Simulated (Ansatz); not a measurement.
`CB(F)CI` + H₂ → `CB(C)F` + HI  (hydrogenolysis of a C–I bond)

Gas-phase electronic energies from Ansatz, PBE0-D4/def2-TZVP geometries. CCSD(T)/CBS adds triple-zeta CCSD(T) − MP2 to the extrapolated MP2 energy (def2 sets, frozen cores). This one scheme is used for every species. Functionals use def2-TZVPP. HSE06 is defined as in plane-wave codes. def2 core potentials past Kr. For I outer-core shells are correlated without core-valence functions, which leaves a few kJ/mol of doubt a bond. One conformer a species, not always the lowest.

`CB(F)CI`:

```xyz
10

C     0.167    0.402    1.339
B    -0.512   -0.255    0.099
F    -1.558   -1.060    0.293
C    -0.078   -0.012   -1.386
I     1.449   -1.523   -1.584
H     0.201   -0.277    2.194
H    -0.445    1.260    1.648
H     1.172    0.777    1.137
H     0.426    0.928   -1.594
H    -0.822   -0.240   -2.146
```

H₂:

```xyz
2

H     0.226   -0.263   -0.137
H    -0.226    0.263    0.137
```

`CB(C)F`:

Cartesian coordinates in Å:
```
C 0.549 1.280 -0.109
B 0.461 -0.280 -0.131
C -0.824 -1.111 0.187
F 1.571 -0.958 -0.446
H -0.129 1.731 0.619
H 0.229 1.649 -1.093
H 1.563 1.649 0.056
H -0.843 -1.299 1.269
H -0.832 -2.086 -0.304
H -1.746 -0.574 -0.047
```

HI:

```xyz
2

I     0.742    0.184    0.251
H    -0.742   -0.184   -0.251
```

Problem. Is it downhill or uphill in electronic energy at CCSD(T)/CBS, and by how much? (An estimate is asked.)

Solution. Computed: Downhill: ΔE = -54.0 kJ/mol.

Problem. What do these levels give: LDA (SPW92), B97M-V, HSE06-D4, PBE-QIDH, r2SCANh, CCSD/CBS(def2)? (An estimate is asked.)

Solution. The calculation gave: LDA (SPW92) -65.4, B97M-V -70.5, HSE06-D4 -62.2, PBE-QIDH -63.9, r2SCANh -64.3, CCSD/CBS(def2) -61.3 kJ/mol.

Largest T1 diagnostic among the species: 0.011.

At CCSD(T), def2-SVP lies −23.7 kJ/mol from the extrapolated value and def2-TZVPP −5.5 kJ/mol. The D4 term adds +12.6 kJ/mol with B3LYP and +6.7 kJ/mol with PBE0; it sums over pairs of atoms, weighted by their polarisabilities, and B3LYP, whose exchange is more repulsive, gets the larger term.

B3LYP here is the variant with VWN-RPA as its local correlation; programs differ in this.
